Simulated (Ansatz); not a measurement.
Isolated molecules relaxed with PBE0-D4/def2-TZVP in Ansatz; ΔE leaves out vibrations. CBS: MP2 limit from def2 TZ/QZ plus the TZ coupled-cluster correction, frozen cores. This one scheme is used for every species. DFT in def2-TZVPP. B3LYP here is the variant with VWN-RPA as its local correlation; programs differ in this. One conformer a species, not always the lowest.

`C[SiH2]O[SiH2]O` + HCl → `C[SiH2]O[SiH2]Cl` + H₂O  (ligand exchange at the Si–O bond)

`C[SiH2]O[SiH2]O`:

Cartesian coordinates in Å:
```
C 1.063 1.208 -1.101
Si 0.358 1.228 0.620
O -0.824 0.098 0.793
Si -1.321 -1.352 0.245
O -0.113 -2.463 0.236
H 1.507 0.235 -1.329
H 1.844 1.967 -1.200
H 0.292 1.417 -1.847
H -0.247 2.550 0.927
H 1.428 0.951 1.616
H -1.744 -1.246 -1.169
H -2.429 -1.781 1.132
H 0.185 -2.812 1.077
```

HCl:

Z-matrix (Å, degrees):
```
Cl
H 1 1.279
```

`C[SiH2]O[SiH2]Cl`:

Z-matrix (Å, degrees):
```
C
Si 1 1.856
H 1 1.092 2 110.9
H 1 1.092 2 110.8 3 120.4
H 1 1.093 2 110.2 3 -119.8
O 2 1.650 1 110.5 3 -59.0
H 2 1.488 1 110.7 3 -179.5
H 2 1.484 1 111.3 3 59.1
Si 6 1.616 2 144.9 1 -78.0
Cl 9 2.058 6 110.3 2 44.9
H 9 1.479 6 110.9 2 -73.1
H 9 1.476 6 109.0 2 162.8
```

H₂O:

```xyz
3

O    -0.229   -0.290   -0.123
H     0.060   -0.115    0.775
H     0.169    0.404   -0.652
```

| level | ΔE (kJ/mol) | difference from CCSD(T)/CBS |
| --- | --- | --- |
| PBE-D4 | -5.9 | -3.6 |
| r2SCAN-D4 | -0.5 | 1.8 |
| PBE0-D4 | -5.7 | -3.4 |
| B3LYP-D4 | 0.6 | 2.9 |
| ωB97X-V | 0.2 | 2.5 |
| ωB97M-V | -0.1 | 2.2 |
| PBE | -4.0 | -1.7 |
| r2SCAN | -0.1 | 2.2 |
| PBE0 | -3.9 | -1.6 |
| B3LYP | 3.9 | 6.2 |
| MP2/def2-TZVPP | -0.1 | 2.2 |
| CCSD/def2-TZVPP | 4.7 | 7.0 |
| HF/def2-QZVPP | 6.6 | 8.9 |
| MP2/def2-QZVPP | -3.5 | -1.2 |
| HF/CBS(def2) | 6.6 | 8.9 |
| CCSD/CBS(def2) | -1.3 | 1.0 |
| CCSD(T)/CBS | -2.3 | 0 |

Largest T1 diagnostic among the species: 0.011.

The D4 term adds −3.3 kJ/mol with B3LYP and −1.8 kJ/mol with PBE0; it sums over pairs of atoms, weighted by their polarisabilities, and B3LYP, whose exchange is more repulsive, gets the larger term.

CCSD(T)/CBS has its own doubt, a few kJ/mol and more with outer-core shells, so smaller differences from it don't rank the levels.
